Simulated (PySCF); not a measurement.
A drawing and its optimised geometry.

C5H7FN. Drawn bonds (atoms numbered from 1): C1–C2, C2–C3, C3=N4, N4–C5, C5=C6, C5–F7, C1–H8, C1–H9, C2–H10, C2–H11, C3–H12, C6–H13, C6–H14. Doublet state.

Geometry after optimisation with GFN2-xTB (Å):

```
atom  x, y, z in Å
C1    -1.967    0.089    0.402
C2    -1.707   -0.586   -0.888
C3    -0.592   -0.519    0.150
N4     0.426    0.368   -0.108
C5     1.652    0.155    0.252
C6     2.687    1.010    0.012
F7     1.974   -1.006    0.927
H8    -2.580   -0.401    1.143
H9    -2.013    1.166    0.411
H10   -2.132   -1.560   -1.072
H11   -1.574    0.028   -1.764
H12   -0.359   -1.442    0.681
H13    2.504    1.929   -0.508
H14    3.680    0.769    0.340
```

Here a drawn bond counts as lost beyond 1.3 times the sum of covalent radii plus 0.1 Å; another pair counts as a new contact within 1.08 times that sum, or 1.2 times among H, C, N, O, F, S and Cl. Covalent radii used (Å): C 0.73, F 0.57, H 0.31, N 0.71.

Which drawn bonds no longer describe this geometry, and which new contacts appear?

No drawn bond is lost. New contacts: C1–C3 (1.52 Å; radii sum 1.46 Å). The tight-binding optimisation can itself be at fault, so a check at a higher level is due before the drawing is dismissed.

How long is each drawn bond in this geometry?

```csv
drawn bond,length (Å),over radii sum
C1–C2,1.479,1.01
C2–C3,1.525,1.04
C3–N4,1.375,0.95
N4–C5,1.295,0.90
C5–C6,1.365,0.93
C5–F7,1.381,1.06
C1–H8,1.079,1.04
C1–H9,1.078,1.04
C2–H10,1.079,1.04
C2–H11,1.078,1.04
C3–H12,1.090,1.05
C6–H13,1.071,1.03
C6–H14,1.073,1.03
```

The numbers are calculated, not measured.
